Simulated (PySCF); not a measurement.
# Excitation energy of S by level of theory

S [Ne] 3s2 3p4 (3P) → S [Ne] 3s1 3p5 (3P), as a difference of total energies. Computed with PySCF 2.14 in aug-cc-pCVTZ-DK (8s7p5d3f, 75 functions), with the spin-free X2C one-electron Hamiltonian (Gaussian nucleus). Correlated levels: nothing frozen. The calculations carry no spin-orbit coupling.

```json
{"method": "UHF", "excitation energy (cm⁻¹)": "93444", "error (cm⁻¹)": "+21435"}
{"method": "MP2 (all electrons)", "excitation energy (cm⁻¹)": "84935", "error (cm⁻¹)": "+12927"}
{"method": "SCS-MP2 (all electrons)", "excitation energy (cm⁻¹)": "83942", "error (cm⁻¹)": "+11934"}
{"method": "CCSD (all electrons)", "excitation energy (cm⁻¹)": "78340", "error (cm⁻¹)": "+6331"}
{"method": "CCSD(T) (all electrons)", "excitation energy (cm⁻¹)": "73517", "error (cm⁻¹)": "+1508"}
```

Reference: 72008 cm⁻¹ (measured; NIST levels, between the centres of gravity of the two terms).

Errors of the correlated levels include the incompleteness of this basis.

The upper state lies above the first ionisation limit, where it may autoionise and the basis confines it.

The coupled-cluster amplitudes are large for the upper state (T1 above 0.03 or a double amplitude above 0.15), so a single reference is strained.
